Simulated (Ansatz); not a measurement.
Start from `[NH2][Ge]([NH2])([Cl])[Cl]` and change one atom or group to get `[CH3][Ge]([NH2])([Cl])[Cl]`.

Ansatz, PBE0-D4/def2-TZVP geometries, multiplicity 1. Each molecule was computed in one conformer, which needn't be the lowest.

Scalar relativity is left out up to krypton.

| property | `[NH2][Ge]([NH2])([Cl])[Cl]` |
| --- | --- |
| HOMO energy (PBE/def2-TZVPP) / eV | -6.69 |
| HOMO energy (PBE0/def2-TZVPP) / eV | -8.18 |
| LUMO energy (PBE0/def2-TZVPP) / eV | -0.42 |
| LUMO energy (PBE/def2-TZVPP) / eV | -1.43 |
| HOMO–LUMO gap (ωB97M-V/def2-TZVPP) / eV | 11.99 |
| HOMO–LUMO gap (B3LYP/def2-TZVPP) / eV | 7.14 |

(1) What does the change do to each property? (Best estimate.)

Results:

(1) Ansatz gave: 
```
                               property  `[CH3][Ge]([NH2])([Cl])[Cl]`  shift
      HOMO energy (PBE/def2-TZVPP) / eV                         -6.44   0.25
     HOMO energy (PBE0/def2-TZVPP) / eV                         -7.92   0.26
     LUMO energy (PBE0/def2-TZVPP) / eV                         -0.11   0.31
      LUMO energy (PBE/def2-TZVPP) / eV                         -1.13   0.30
HOMO–LUMO gap (ωB97M-V/def2-TZVPP) / eV                         11.96  -0.03
  HOMO–LUMO gap (B3LYP/def2-TZVPP) / eV                          7.20   0.06
```

With PBE0 the HOMO rises by 0.26 eV and the LUMO rises by 0.31 eV, so the gap widens by about 0.05 eV. PBE moves the HOMO by 0.25 eV and ωB97M-V by 0.27 eV. The zero-point energy changes by 25.8 kJ/mol with +3 modes.

B3LYP here is the variant with VWN-RPA as its local correlation; programs differ in this.
